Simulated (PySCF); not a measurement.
## Telling isomers of C9H10O2 apart by NMR

- geometry: GFN2-xTB
- σ from GIAO-PBE0/pcSseg-1
- run in PySCF 2.14
- one averaged value for each set of equivalent atoms, a single conformation, in vacuum, non-relativistic

δ = σ(ref) − σ, references computed at the same level: TMS for 1H and 13C. Where no couplings were computed, multiplicities follow the n + 1 count of equivalent neighbours, and m marks all less simple cases (inequivalent or close neighbours, rings, F or P nearby). Shifts are as computed. Against solution values, carbons near 30 ppm lie about +3 ppm off and those near 130 ppm about +5 ppm. Of 1211 compounds with measured shifts, 218 miss one by over three times the rms of a fit or turn the order of signals round; such compounds aren't used in these exercises.

(1) Tabulate the signals of `COC(=O)c1cccc(C)c1`, `O=Cc1ccc(C2CCC2)o1` and their relative energies.

(2) What is the quickest way to tell COC(=O)c1cccc(C)c1 from O=Cc1ccc(C2CCC2)o1?

## Answers

(1) 
```json
{"SMILES": "COC(=O)c1cccc(C)c1", "carbon types": "3×C 4×CH 2×CH3", "δC": "173.4, 143.7, 139.3, 137.5, 134.8, 133.5, 133.1, 53.9, 24.0", "δH": "8.48 (s, 1H), 8.22 (d, 1H), 7.63 (m, 1H), 7.61 (m, 1H), 4.11 (s, 3H), 2.58 (s, 3H)", "E rel. (kcal/mol)": "0.0"}
{"SMILES": "O=Cc1ccc(C2CCC2)o1", "carbon types": "2×C 4×CH 3×CH2", "δC": "181.3, 171.1, 159.6, 125.7, 116.1, 35.7, 28.5, 17.0", "δH": "9.99 (s, 1H), 7.56 (m, 1H), 6.52 (m, 1H), 3.49 (m, 1H), 2.59 (m, 2H), 2.31 (m, 2H), 2.08 (m, 1H), 2.00 (m, 1H)", "E rel. (kcal/mol)": "43.5"}
```

Energies are electronic energies at PBE0/pcSseg-1 on these geometries, without zero-point or thermal terms, each for the one conformer computed, which needn't be the lowest.

(2) Count the carbon signals: 9 against 8. The first has a methyl carbon bonded to O (CH3) at 53.9 ppm, the second an sp3 CH on an aromatic ring at 35.7 ppm. Their most deshielded carbons lie at 173.4 and 181.3 ppm. In the proton spectra the most deshielded non-exchanging signals are 8.48 (s, 1H) and 9.99 (s, 1H).
